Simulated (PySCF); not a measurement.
**Correlation energy of Ag (silver, neutral)**

[Kr] 4d9 5s2, 2D determinant (an excited configuration). All numbers are calculated (PySCF 2.14, scalar relativity through the core potential, in aug-cc-pwCVDZ-PP with ECP28MDF). Frozen: 4s2 4p6; 11 electrons correlated.

MP2 pair energies summed by pair of shells (mhartree):

```csv
pair,energy,share (%)
4d-4d,-273.40,75.0
4d-5s,-70.49,19.3
5s-5s,-20.80,5.7
```

Total MP2 correlation energy: -364.69 mhartree.

Same-spin part -129.57 and opposite-spin part -235.12 mhartree; SCS-MP2 scales them by 1/3 and 6/5 to -325.33 mhartree.
